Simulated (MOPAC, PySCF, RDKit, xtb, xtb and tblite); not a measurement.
Torsional profile of SMILES C=Cc1ccccc1[Si](C)(C)C (C11H16Si), singlet. Scanned: dihedral C1–C2–C3–C4; all other coordinates were relaxed at GFN2-xTB. Points at φ and −φ are mirror images.

Geometry of the scan point at -140° (Å):
```
28

C      2.1315    -1.5017    -2.0316
C      1.4403    -0.4390    -1.6485
C      1.5286     0.2035    -0.3371
C      0.3227     0.6388     0.2159
C      0.2650     1.1822     1.4827
C      1.4330     1.3140     2.2139
C      2.6369     0.9409     1.6474
C      2.7271     0.3983     0.3658
Si     4.4833     0.1468    -0.3405
C      4.5931     0.6122    -2.1885
C      5.1513    -1.6211    -0.0232
C      5.6496     1.3526     0.5787
H      1.9903    -1.9482    -3.0019
H      2.8326    -1.9859    -1.3763
H      0.6961    -0.0177    -2.3144
H     -0.5876     0.5167    -0.3556
H     -0.6810     1.5002     1.8965
H      1.4078     1.7263     3.2124
H      3.5416     1.0841     2.2180
H      4.0206     1.5101    -2.4003
H      5.6237     0.8054    -2.4709
H      4.2163    -0.1734    -2.8334
H      4.5957    -2.1245     0.7629
H      5.1025    -2.2415    -0.9128
H      6.1917    -1.5857     0.2859
H      5.2476     2.3608     0.6044
H      5.8303     1.0417     1.6031
H      6.6155     1.3993     0.0842
```

Levels of theory: GFN2-xTB (xtb and tblite); MMFF94 // GFN2-xTB (RDKit); UFF // GFN2-xTB (RDKit); PM6, restricted, heats of formation // GFN2-xTB (MOPAC); AM1, restricted, heats of formation // GFN2-xTB (MOPAC); GFN1-xTB // GFN2-xTB (xtb); RKS-B3LYP/6-31G* = restricted B3LYP/6-31G*, spherical d, density fitting // GFN2-xTB (PySCF 2.14.0).

Least-squares fit of E(φ) = a0 + Σ (a_n cos nφ + b_n sin nφ), n = 1 to 4, to the 18 scan points, in kcal/mol above the lowest point of each profile (levels whose profile four harmonics don't fit are not listed):

```json
[
 {"method": "GFN2-xTB", "a0": "1.62", "a1": "-1.59", "b1": "0.00", "a2": "0.13", "b2": "0.00", "a3": "-0.31", "b3": "0.00", "a4": "0.56", "b4": "0.00", "rms of fit": "0.07"},
 {"method": "MMFF94", "a0": "4.17", "a1": "-3.89", "b1": "0.00", "a2": "4.65", "b2": "0.00", "a3": "-0.67", "b3": "0.00", "a4": "0.59", "b4": "0.00", "rms of fit": "0.13"},
 {"method": "UFF", "a0": "4.04", "a1": "-4.96", "b1": "0.00", "a2": "3.40", "b2": "0.00", "a3": "-1.41", "b3": "0.00", "a4": "1.74", "b4": "0.00", "rms of fit": "0.26"},
 {"method": "PM6", "a0": "1.79", "a1": "-1.91", "b1": "0.00", "a2": "1.99", "b2": "0.00", "a3": "-0.36", "b3": "0.00", "a4": "0.35", "b4": "0.00", "rms of fit": "0.10"},
 {"method": "AM1", "a0": "1.46", "a1": "-1.89", "b1": "0.00", "a2": "0.69", "b2": "0.00", "a3": "-0.16", "b3": "0.00", "a4": "0.03", "b4": "0.00", "rms of fit": "0.16"},
 {"method": "GFN1-xTB", "a0": "1.34", "a1": "-1.47", "b1": "0.00", "a2": "0.33", "b2": "0.00", "a3": "-0.51", "b3": "0.00", "a4": "0.52", "b4": "0.00", "rms of fit": "0.13"},
 {"method": "RKS-B3LYP/6-31G*", "a0": "2.42", "a1": "-2.26", "b1": "0.00", "a2": "-0.27", "b2": "0.00", "a3": "-0.05", "b3": "0.00", "a4": "0.29", "b4": "0.00", "rms of fit": "0.14"}
]
```

MMFF94 has few fitted parameters for silicon.
